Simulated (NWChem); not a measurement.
System: C$_{3}$H$_{3}$, doublet; SMILES [C]#CC

The following NWChem deck was run.

```
start job
memory heap 200 mb stack 900 mb global 1100 mb
geometry units angstroms noautoz
  C      0.000000     0.000000     1.560717
  C      0.000000     0.000000     0.346426
  C      0.000000     0.000000    -1.109073
  H      0.777381    -0.673718    -1.500760
  H     -0.972147    -0.336373    -1.500760
  H      0.194766     1.010091    -1.500760
end
basis spherical
  * library def2-svp
end
dft
  odft
  mult 2
  xc r2scan
  grid fine
  iterations 150
  mulliken
end
task dft gradient
```

Excerpt of the output:

```
             Northwest Computational Chemistry Package (NWChem) 7.3.0
             --------------------------------------------------------

 C3V symmetry detected

                             Geometry "geometry" -> ""
                             -------------------------

 Output coordinates in angstroms (scale by  1.889725989 to convert to a.u.)

  No.       Tag          Charge          X              Y              Z
 ---- ---------------- ---------- -------------- -------------- --------------
    1 C                    6.0000    -0.00000000    -0.00000000     1.54709129
    2 C                    6.0000     0.00000000    -0.00000000     0.33280029
    3 C                    6.0000    -0.00000000    -0.00000000    -1.12269871
    4 H                    1.0000     0.72739849     0.72739849    -1.51438571
    5 H                    1.0000     0.26624633    -0.99364481    -1.51438571
    6 H                    1.0000    -0.99364481     0.26624633    -1.51438571

 Effective nuclear repulsion energy (a.u.)      52.9113491320

      Symmetry information
      --------------------

 Group name             C3v
 Group number             17
 Group order               6
 No. of unique centers     4

                                 NWChem DFT Module
                                 -----------------

 Summary of "ao basis" -> "ao basis" (spherical)
 ------------------------------------------------------------------------------
       Tag                 Description            Shells   Functions and Types
 ---------------- ------------------------------  ------  ---------------------
 C                          def2-svp                 6       14   3s2p1d
 H                          def2-svp                 3        5   2s1p

      Symmetry analysis of basis
      --------------------------

        a1         22
        a2          1
        e          34

  Rotation of axis

            General Information
            -------------------
          SCF calculation type: DFT
          Wavefunction type:  spin polarized.
          No. of atoms     :     6
          No. of electrons :    21
           Alpha electrons :    11
            Beta electrons :    10
          Charge           :     0
          Spin multiplicity:     2
          Use of symmetry is: on ; symmetry adaption is: on
          Maximum number of iterations: 150
          AO basis - number of functions:    57
                     number of shells:    27
          Convergence on energy requested:  1.00D-06
          Convergence on density requested:  1.00D-05
          Convergence on gradient requested:  5.00D-04

              XC Information
              --------------
                      r^2SCAN Method XC Functional
               r^2SCAN metaGGA Exchange Functional  1.000
                     r^2SCAN Correlation Potential  1.000

             Grid Information
             ----------------
          Grid used for XC integration:  fine
          Radial quadrature: Mura-Knowles
          Angular quadrature: Lebedev.
          Tag              B.-S. Rad. Rad. Pts. Rad. Cut. Ang. Pts.
          ---              ---------- --------- --------- ---------
          C                   0.70       70          10.0       590
          H                   0.35       60          10.0       590
          Grid pruning is: on
          Number of quadrature shells:   270
          Spatial weights used:  Erf1

      Superposition of Atomic Density Guess
      -------------------------------------

 Sum of atomic energies:        -114.37226862

      Non-variational initial energy
      ------------------------------

 Total energy =    -115.817674
 1-e energy   =    -256.610256
 2-e energy   =      87.881233
 HOMO         =      -0.318544
 LUMO         =       0.085907

   Symmetry analysis of molecular orbitals - initial alpha
   -------------------------------------------------------

  Numbering of irreducible representations:

     1 a1          2 a2          3 e

  Orbital symmetries:

     1 a1          2 a1          3 a1          4 a1          5 a1
     6 a1          7 e           8 e           9 a1         10 e
    11 e          12 e          13 e          14 a1         15 e
    16 e          17 a1         18 a1         19 a1         20 a1
    21 e

   Symmetry analysis of molecular orbitals - initial beta
   ------------------------------------------------------

  Numbering of irreducible representations:

     1 a1          2 a2          3 e

  Orbital symmetries:

     1 a1          2 a1          3 a1          4 a1          5 a1
     6 a1          7 e           8 e           9 a1         10 e
    11 e          12 e          13 e          14 a1         15 e
    16 e          17 a1         18 a1         19 a1         20 a1
    21 e

     ---------------------------------------------
      Total Density - Mulliken Population Analysis
     ---------------------------------------------

    Atom       Charge   Shell Charges
 -----------   ------   -------------------------------------------------------
    1 C    6     6.56   1.99  1.12  0.84  1.70  0.87  0.04
    2 C    6     5.80   1.99  1.01  0.23  1.77  0.76  0.04
    3 C    6     6.09   1.99  0.94  0.12  2.00  1.01  0.02
    4 H    1     0.85   0.64  0.19  0.02
    5 H    1     0.85   0.64  0.19  0.02
    6 H    1     0.85   0.64  0.19  0.02

     --------------------------------------------
      Spin Density - Mulliken Population Analysis
     --------------------------------------------

    Atom       Charge   Shell Charges
 -----------   ------   -------------------------------------------------------
    1 C    6     0.46   0.00  0.00  0.00  0.27  0.18  0.01
    2 C    6     0.41   0.00 -0.00 -0.00  0.24  0.16  0.01
    3 C    6     0.05   0.00 -0.00  0.00  0.04  0.01  0.00
    4 H    1     0.03   0.02  0.01  0.00
    5 H    1     0.03   0.02  0.01  0.00
    6 H    1     0.03   0.02  0.01  0.00

   convergence    iter        energy       DeltaE   RMS-Dens  Diis-err
 ---------------- ----- ----------------- --------- --------- ---------
 d= 0,ls=0.0,diis     1   -115.7075054141 -1.69D+02  1.20D-02  5.88D-02
                                                     1.83D-02  4.65D-02
 d= 0,ls=0.0,diis     2   -115.5100384128  1.97D-01  1.02D-02  4.75D-01
                                                     4.82D-03  3.68D-01
 d= 0,ls=0.0,diis     3   -115.7490937681 -2.39D-01  7.83D-03  4.73D-02
                                                     1.27D-03  2.04D-02
 d= 0,ls=0.0,diis     4   -115.7681359146 -1.90D-02  3.45D-03  9.72D-03
                                                     5.48D-04  4.48D-03
 d= 0,ls=0.0,diis     5   -115.7727198290 -4.58D-03  3.87D-04  6.56D-04
                                                     3.83D-04  3.53D-04
  Resetting Diis
 d= 0,ls=0.0,diis     6   -115.7731332304 -4.13D-04  3.26D-04  2.62D-04
                                                     1.89D-04  4.20D-05
 d= 0,ls=0.0,diis     7   -115.7733291981 -1.96D-04  2.23D-04  2.67D-05
                                                     1.46D-04  2.11D-05
 d= 0,ls=0.0,diis     8   -115.7733919118 -6.27D-05  6.51D-05  1.27D-05
                                                     1.21D-04  3.84D-05
 d= 0,ls=0.0,diis     9   -115.7734112706 -1.94D-05  1.85D-04  2.88D-05
                                                     9.89D-05  3.40D-06
 d= 0,ls=0.0,diis    10   -115.7734411557 -2.99D-05  1.23D-04  2.87D-06
                                                     1.50D-04  1.14D-05
 d= 0,ls=0.0,diis    11   -115.7734526847 -1.15D-05  1.06D-05  1.56D-07
                                                     8.07D-06  1.09D-07
 d= 0,ls=0.0,diis    12   -115.7734527674 -8.27D-08  2.42D-06  2.67D-09
                                                     2.30D-06  4.45D-09

         Total DFT energy =     -115.773452767408
      One electron energy =     -258.955612420328
           Coulomb energy =      107.441683011997
    Exchange-Corr. energy =      -17.170872491085
 Nuclear repulsion energy =       52.911349132008

 Numeric. integr. density =       21.000000082685

                  Occupations of the irreducible representations
                  ----------------------------------------------

                     irrep           alpha         beta
                     --------     --------     --------
                     a1                7.0          6.0
                     a2                0.0          0.0
                     e                 4.0          4.0

                    DFT Final Alpha Molecular Orbital Analysis
                    ------------------------------------------

 Vector    9  Occ=1.000000D+00  E=-3.581410D-01  Symmetry=a1
              MO Center=  1.8D-18, -1.5D-19,  1.6D+00, r^2= 1.5D+00
   Bfn.  Coefficient  Atom+Function         Bfn.  Coefficient  Atom+Function
  ----- ------------  ---------------      ----- ------------  ---------------
     6      0.526189  1 C  pz                 2      0.322097  1 C  s
     9      0.320023  1 C  pz                20     -0.276202  2 C  pz
    34      0.164817  3 C  pz                 3      0.146841  1 C  s
     1     -0.132392  1 C  s                 31      0.132135  3 C  s
    16     -0.118884  2 C  s                 37      0.113785  3 C  pz

[...]

                         DFT ENERGY GRADIENTS

    atom               coordinates                        gradient
                 x          y          z           x          y          z
   1 C      -0.000000  -0.000000   2.923579    0.000000   0.000000  -0.009387
   2 C       0.000000  -0.000000   0.628901    0.000000   0.000000   0.009151
   3 C      -0.000000  -0.000000  -2.121593   -0.000000   0.000000  -0.000717
   4 H       1.374584   1.374584  -2.861774   -0.000283  -0.000283   0.000317
   5 H       0.503133  -1.877716  -2.861774   -0.000104   0.000386   0.000317
   6 H      -1.877716   0.503133  -2.861774    0.000386  -0.000104   0.000317
```

Level: r2SCAN/def2-SVP, spin-unrestricted. In the optimisation the excess spin sits in a (C3, its own frame). Structure relaxed at the PBE0/def2-SVP, spin-unrestricted level. No stability test was run on the SCF state.
